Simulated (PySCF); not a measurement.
H$_{3}$As, triplet, at the geometry of the source list (a higher spin typed on purpose: for a closed-shell molecule this is an excited state), atoms displaced at random by about 0.03 Å a coordinate; PBE0/6-31G, gradient in PySCF.

The PySCF input:
```python
from pyscf import gto, scf, dft

mol = gto.Mole()
mol.atom = '''
    As    0.012395   -0.034243    0.686804
    H    -0.665449   -0.995405   -0.246199
    H    -0.521902    1.143653   -0.219030
    H     1.134504   -0.105038   -0.183720
'''
mol.basis = '6-31g'
mol.charge = 0
mol.spin = 2
mol.verbose = 3
mol.build()

mf = dft.UKS(mol)
mf.xc = 'pbe0'
mf.conv_tol = 1e-6
mf.kernel()
g = mf.nuc_grad_method()
grad = g.kernel()
```

Predict the main parts of the log of this PySCF run.


```
converged SCF energy = -2236.77284826134  <S^2> = 2.0048538  2S+1 = 3.0032341
--------------- UKS gradients ---------------
         x                y                z
0 As    -0.0009307367     0.0517465619    -0.0396387144
1 H     0.0200712794     0.0137239477    -0.0059147269
2 H     0.0321232373    -0.0633585395     0.0352111784
3 H    -0.0512639965    -0.0021118610     0.0103424716
----------------------------------------------
```
